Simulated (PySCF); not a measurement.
Si(Me)4, C₄H₁₂Si, SMILES C[Si](C)(C)C (GFN2-xTB optimised geometry):

```
17

C     -0.928    -1.566     1.559
Si    -0.291    -0.666     0.000
C     -0.928     1.134     0.000
C      1.618    -0.666     0.000
C     -0.927    -1.566    -1.559
H     -0.582    -1.079     2.466
H     -0.584    -2.595     1.589
H     -2.013    -1.583     1.591
H     -0.588     1.674    -0.878
H     -0.580     1.677     0.873
H     -2.014     1.170     0.005
H      2.014    -0.154     0.872
H      2.013    -1.677     0.007
H      2.014    -0.167    -0.879
H     -0.582    -2.595    -1.590
H     -2.012    -1.584    -1.591
H     -0.582    -1.079    -2.466
```

Computed with CAM-B3LYP/def2-SVP (PySCF).

What are the frontier orbital energies and the dipole moment?

HOMO-2 -9.64 eV, HOMO-1 -9.64 eV, HOMO -9.64 eV, LUMO 2.34 eV, LUMO+1 3.68 eV; dipole moment 0.00 D.

On the same geometry PBE/def2-SVP (PySCF 2.14.0) gives HOMO-2 -6.92 eV, HOMO-1 -6.92 eV, HOMO -6.92 eV, LUMO 0.74 eV, LUMO+1 1.84 eV; dipole moment 0.00 D.

Meta-Löwdin charges at CAM-B3LYP/def2-SVP: C1 -0.55, Si2 0.92, C3 -0.55, C4 -0.55, C5 -0.55, H6 0.11, H7 0.11, H8 0.11, H9 0.11, H10 0.11, H11 0.11, H12 0.11, H13 0.11, H14 0.11, H15 0.11, H16 0.11, H17 0.11.
